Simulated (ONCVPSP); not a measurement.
**What one change does to a pseudopotential (lutetium, ONCV)**

* Element: Lu
* Generator: ONCVPSP 4.0.1
* Type: optimised norm-conserving Vanderbilt (ONCV)
* Functional: LDA (Perdew-Wang 92)
* Relativity: scalar-relativistic
* Frozen core: [Kr] 4d10 5s2
* Valence charge: 23
* Reference configuration: 4f14 5p6 5d1.5 6s1.5
* Partial waves: 6s: rc 2.90 bohr, ncon 4, nbas 9, qcut 1.7 1/bohr, 1 projector; 5p: rc 1.85 bohr, ncon 4, nbas 8, qcut 6.7 1/bohr, 3 projectors, debl 2.9 Ha; 5d: rc 2.80 bohr, ncon 4, nbas 8, qcut 6 1/bohr, 2 projectors, debl 2.7 Ha; 4f: rc 0.75 bohr, ncon 4, nbas 9, qcut 19.8 1/bohr, local
* Local potential: the f channel
* Core correction: Teter function, fcfact 2.5, rcfact 1.35

Change: all radii but the core radius scaled by about 1.13 (s 3.28, p 2.10, d 3.16, f 0.84 bohr).

Cutoffs: the cutoffs (Ha) at which the residual kinetic energy of the hardest occupied pseudo-wave falls to 1 and 0.1 mHa per electron; they do not see the model core or the augmentation charge, which bear on the density cutoff. Errors are all-electron minus pseudo energies relative to the spin-unpolarised reference configuration.

How do hardness, ghosts and transferability respond?

The potential gets softer (189 Ha and 542 Ha → 172 Ha and 187 Ha); the bound ghosts move from p, s to d, p, s; of the 3 tests that both files solve, the error grows in 3 and shrinks in 0 by more than 15 % and 0.3 meV (median size 3.8 → 13.0 meV). A larger radius leaves more room for a smooth pseudo-wave, so fewer plane waves are needed. More of the atom is replaced by a form fitted at one configuration, so other configurations suffer.

| quantity | base | changed |
| --- | --- | --- |
| cutoff, loose | 189 Ha | 172 Ha |
| cutoff, tight | 542 Ha | 187 Ha |
| loose cutoff by channel | s 6.7 Ha, p 13 Ha, d 9.8 Ha, f 189 Ha | s 4.3 Ha, p 9.3 Ha, d 9.0 Ha, f 172 Ha |
| bound ghosts | s, p | s, p, d |
| GHOST(+) flags under 300 eV | none | none |
| tests with a reliable result | 3 of 4 | 3 of 4 |
| error for 4f14 5p6 5d1 6s2, meV [ΔE -1.47 eV] | -0.3 | +8.7 |
| error for 4f14 5p6 5d1 6s1, meV [ΔE 6.10 eV] | -11 | +40 |
| error for 4f14 5p6 5d1 6s1 6p1, meV [ΔE 2.04 eV] | -3.8 | +13 |
| rms error of d²Exc/dni dnj with the model core, mHa | 3.71 | 3.65 |

 A true bound ghost makes a file unfit for plane-wave use even where its test errors are small: the radial tests pick states by their node count and pass the ghost by.
